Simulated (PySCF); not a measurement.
Ge(Me)4 (C4H12Ge), SMILES [CH3][Ge]([CH3])([CH3])[CH3]. Atoms are numbered in the order given.

```xyz
17

C      1.1376     1.1376    -1.1376
Ge     0.0000     0.0000     0.0000
C     -1.1376     1.1376     1.1376
C     -1.1376    -1.1376    -1.1376
C      1.1376    -1.1376     1.1376
H      0.5205     1.7825    -1.7825
H      1.7825     0.5205    -1.7825
H      1.7825     1.7825    -0.5205
H     -1.7825     0.5205     1.7825
H     -1.7825     1.7825     0.5205
H     -0.5205     1.7825     1.7825
H     -1.7825    -0.5205    -1.7825
H     -0.5205    -1.7825    -1.7825
H     -1.7825    -1.7825    -0.5205
H      1.7825    -1.7825     0.5205
H      1.7825    -0.5205     1.7825
H      0.5205    -1.7825     1.7825
```
Charge 0, spin multiplicity 1.

Geometry: B3LYP-D3(BJ)/def2-SVP. The isomer is the one that the SMILES or the coordinates give; other isomers of the formula were not compared.

Computed with PySCF with PBE/def2-TZVP.

The molecule is in vacuum.

Computed frontier levels, gap, dipole moment and polarisability:
The highest occupied level is -6.82 eV and the lowest empty level comes out as 0.06 eV. The orbital gap comes out as 6.88 eV and the dipole moment is 0.00 D. The quadrupole, principal values (traceless, Buckingham form, about the centre of nuclear charge) comes out as 0.00, 0.00, 0.00 D·Å. The mean static polarisability is 83.5 bohr³ (12.38 Å³) and the polarisability, principal values comes out as 83.5, 83.5, 83.5 bohr³.
